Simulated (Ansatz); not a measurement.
`N[SiH2][SiH3]` + CH₃NH₂ → `CN[SiH2]N` + SiH₄  (cleavage of the Si–Si bond)

Isolated molecules relaxed with PBE0-D4/def2-TZVP in Ansatz; ΔE leaves out vibrations. CCSD(T)/CBS is the MP2 limit (def2-TZVPP, def2-QZVPP) plus CCSD(T) − MP2 in def2-TZVPP, frozen cores. This one scheme is used for every species. DFT in def2-TZVPP. HSE06 is defined as in plane-wave codes. Each species was taken in one conformer, which may not be the lowest.

`N[SiH2][SiH3]`:

Cartesian coordinates in Å:
```
N -0.176 -1.023 1.457
Si 0.802 -0.194 0.305
Si -0.594 0.765 -1.310
H -0.957 -0.548 1.881
H 0.256 -1.653 2.116
H 1.711 -1.198 -0.313
H 1.679 0.886 0.860
H -1.619 1.626 -0.655
H -1.302 -0.276 -2.103
H 0.200 1.616 -2.239
```

CH₃NH₂:

Z-matrix (Å, degrees):
```
C
N 1 1.453
H 1 1.092 2 109.4
H 1 1.100 2 115.4 3 -121.6
H 1 1.092 2 109.4 3 116.8
H 2 1.012 1 110.6 3 62.6
H 2 1.012 1 110.6 3 -179.3
```

`CN[SiH2]N`:

```xyz
12

C     0.903    0.936   -1.430
N     0.709    0.047   -0.308
Si   -0.804   -0.451    0.314
N    -0.598   -0.850    1.965
H     1.760    1.598   -1.270
H     0.021    1.571   -1.545
H     1.054    0.413   -2.383
H     1.513   -0.521   -0.092
H    -1.413   -1.686   -0.266
H    -1.709    0.692   -0.012
H    -1.152   -1.576    2.386
H    -0.285   -0.172    2.640
```

SiH₄:

```xyz
5

Si    0.000    0.000    0.000
H    -0.748   -0.882   -0.931
H    -0.790    1.231    0.257
H     1.305    0.367   -0.606
H     0.233   -0.715    1.280
```

CCSD(T)/CBS gives -70.1 kJ/mol.

**Question.** Another level gave -51.8 kJ/mol. Which?
A. HSE06-D4/def2-TZVPP
B. CCSD(T)/def2-TZVPP
C. BLYP/def2-TZVPP
D. PBE-D4/def2-TZVPP

**Answer.** D. PBE-D4 -51.8, HSE06-D4 -56.7, CCSD(T)/def2-TZVPP -70.6, BLYP -63.2 kJ/mol.

Largest T1 diagnostic among the species: 0.011.

From BLYP to BHLYP (50 % exact exchange), in def2-TZVPP and without D4, ΔE moves by −12.2 kJ/mol. Leaving LDA and LC-ωPBE aside and taking each functional with its dispersion term where it has one, the values, not all of them listed here, spread over 23.5 kJ/mol, from CAM-B3LYP-D4 to PBE-D4. LDA lies −11.0 kJ/mol from PBE without D4.
